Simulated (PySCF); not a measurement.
Mayer bond orders and bond lengths

C3H13NO2Si3.
Atom-mapped SMILES: `[CH3:1][Si@:2]1([CH2:3][NH:4][SiH3:5])[CH2:6][O:7][SiH2:8][O:9]1` (hydrogens: H10, H11, H12 on C1; H13, H14 on C3; H15 on N4; H16, H17, H18 on Si5; H19, H20 on C6; H21, H22 on Si8)

Cartesian coordinates in Å at the GFN2-xTB level; atoms count from 1:
```xyz
22
C3H13NO2Si3 angstrom
C     -1.545    2.398   -0.818
Si    -0.738    0.745   -0.364
C      1.171    0.753   -0.385
N      1.677   -0.526    0.068
Si     3.237   -1.122   -0.320
C     -1.439   -0.781   -1.315
O     -2.063   -1.621   -0.356
Si    -1.992   -1.196    1.208
O     -1.215    0.256    1.123
H     -1.229    2.725   -1.802
H     -2.628    2.330   -0.816
H     -1.261    3.167   -0.107
H      1.556    1.579    0.230
H      1.545    0.924   -1.394
H      1.260   -0.793    0.946
H      4.367   -0.327    0.194
H      3.319   -1.119   -1.784
H      3.273   -2.464    0.258
H     -0.657   -1.366   -1.807
H     -2.190   -0.530   -2.068
H     -3.320   -0.922    1.728
H     -1.136   -2.091    1.969
```

Bond orders from the PBE0/pcSseg-1 density (PySCF). One conformer (not necessarily the lowest) at the GFN2-xTB geometry, without solvent, vibrations or thermal averaging.

Q: How far do the computed orders between heavy atoms stray from the drawn ones?

A: The largest departure is 0.156, at C6–O7 (drawn single, 0.844). Drawn single, order below 0.88: Si2–C3 (0.875) and C6–O7 (0.844).

Q: Give the Mayer order of every bond between heavy atoms, beside its length.

A: 
```
  bond  drawn as  length (Å)  Mayer order
C1–Si2    single       1.894        0.956
Si2–C3    single       1.908        0.875
 C3–N4    single       1.449        0.945
N4–Si5    single       1.714        1.007
Si2–C6    single       1.931        0.895
 C6–O7    single       1.419        0.844
O7–Si8    single       1.621        1.020
Si8–O9    single       1.649        0.932
O9–Si2    single       1.636        0.915
```

Bonds between the same two heavy elements. C–Si: lowest Si2–C3 (0.875, 1.908 Å), highest C1–Si2 (0.956, 1.894 Å); in 1 of the 3 pairs the longer bond (by over 0.003 Å) has the higher order (by 0.02 or more). O–Si: lowest O9–Si2 (0.915, 1.636 Å), highest O7–Si8 (1.020, 1.621 Å).

Q: And the bonds to hydrogen?

A: C–H: 0.94 to 0.95 (7 bonds); H–N: 0.91 (1 bond); H–Si: 0.89 to 0.95 (5 bonds).

Q: Sum the orders of all bonds at each heavy atom with more than one neighbour and set the sums beside the valence in the SMILES.

A: C1 3.808 (drawn 4), Si2 3.641 (drawn 4), C3 3.698 (drawn 4), N4 2.866 (drawn 3), Si5 3.774 (drawn 4), C6 3.630 (drawn 4), O7 1.864 (drawn 2), Si8 3.754 (drawn 4), O9 1.847 (drawn 2). Orders between atoms that aren't bonded are not in these sums.

For a closed shell the Mayer order of atoms A and B is Σ (PS)μν (PS)νμ over the basis functions μ on A and ν on B, with P the density and S the overlap matrix.
